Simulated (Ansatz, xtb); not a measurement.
# C5H7ClF2O: which of two isomers lies lower

We compare I, `F[C@@H]1OCC[C@@H]1[C@@H](F)Cl`, a singlet, with II, `C/C=C(\Cl)COC(F)F`, a singlet. Both are isolated molecules in the gas phase, relaxed with PBE-D3(BJ)/def2-SVP, each in the lowest conformer that the search found.

Problem. Which of the two would you expect CCSD(T)/def2-SVP + ΔMP2/def2-TZVPP electronic energies to favour?

Solution. Structure I; the calculation gives E(II) − E(I) = +43.0 kJ/mol.

How the difference moves with the method:

| level | geometry | E(II) − E(I) (kJ/mol) | departure from the last row (kJ/mol) | job, with rough time for the two |
| --- | --- | --- | --- | --- |
| GFN2-xTB | GFN2-xTB | +75.3 | +32.3 | optimisation, 0.24 s |
| HF/STO-3G | GFN2-xTB | +164.1 | +121.1 | single point, 0.6 s |
| r2SCAN-D4/def2-SVP | GFN2-xTB | +46.5 | +3.5 | single point, 5.8 s |
| PBE-D3(BJ)/def2-SVP | PBE-D3(BJ)/def2-SVP | +43.4 | +0.4 | optimisation, 47 s |
| HF/def2-SVP | PBE-D3(BJ)/def2-SVP | +35.3 | −7.7 | part of the CCSD(T) run |
| MP2/def2-SVP | PBE-D3(BJ)/def2-SVP | +43.6 | +0.6 | part of the CCSD(T) run |
| CCSD(T)/def2-SVP | PBE-D3(BJ)/def2-SVP | +41.4 | −1.6 | single point |
| CCSD(T)/def2-SVP + ΔMP2/def2-TZVPP | PBE-D3(BJ)/def2-SVP | +43.0 |  | single point, 4.2 min |

As drawn, II has 1 C=C in place of 2 C–C. Structure I has a 5-membered ring, II no ring.

The levels shown agree on the order. The largest departure from CCSD(T)/def2-SVP + ΔMP2/def2-TZVPP is that of HF/STO-3G, 121.1 kJ/mol. The last row adds to CCSD(T) the change of the MP2 difference between the two basis sets, here +1.6 kJ/mol.

With thermal terms from frequencies at re-optimised GFN2-xTB minima (ideal gas, soft modes damped towards free rotors, one conformer each, 298.15 K, 1 atm): on the last row, ΔE + ΔZPE = +34.6, ΔH = +38.5, ΔG = +29.9 kJ/mol.

The correlated steps freeze 13 core orbitals. Mirror images aren't counted in ΔG. Codes used: Ansatz 0.2.0, xtb 6.7.1; the last row on 4 threads of Arm Neoverse V1 on a shared host.
